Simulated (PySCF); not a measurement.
**Tm: excitation energy**

Tm [Xe] 4f13 6s2 (2F) → Tm [Xe] 4f12 5d1 6s2 (high-spin determinant), as a difference of total energies. All numbers are calculated (PySCF 2.14, scalar relativity by spin-free X2C-1e, in cc-pVDZ-X2C). Correlated levels: valence: [Kr] 4d10 frozen. The calculations carry no spin-orbit coupling.

```
           method  excitation energy (eV)
              UHF                  -1.037
    MP2 (valence)                   3.093
SCS-MP2 (valence)                   2.553
   CCSD (valence)                   1.520
CCSD(T) (valence)                   1.726
```

Task: How much does correlation contribute at CCSD(T) (valence)?

Result: 1.726 − (-1.037) = 2.763 eV, measured against UHF.

A first-order spin-orbit estimate (lowest level to lowest level, LS coupling) adds -0.250 eV.

The determinant of the upper state mixes LS terms, which raises its energy above the lowest term, most at the Hartree-Fock and MP2 levels.
